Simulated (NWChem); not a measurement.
Species: CH₆Ti; SMILES [CH3][TiH3]

All runs: NWChem. Pople sets run with spherical d functions. Geometry: optimised at B3LYP/6-31G* (spherical d).

For level PBE/3-21G:

orbital gap (eV): 3.60

**Question.** Estimate the same quantities for level PBE/6-31G*.

**Answer.** 
* **orbital gap (eV)**: 3.33
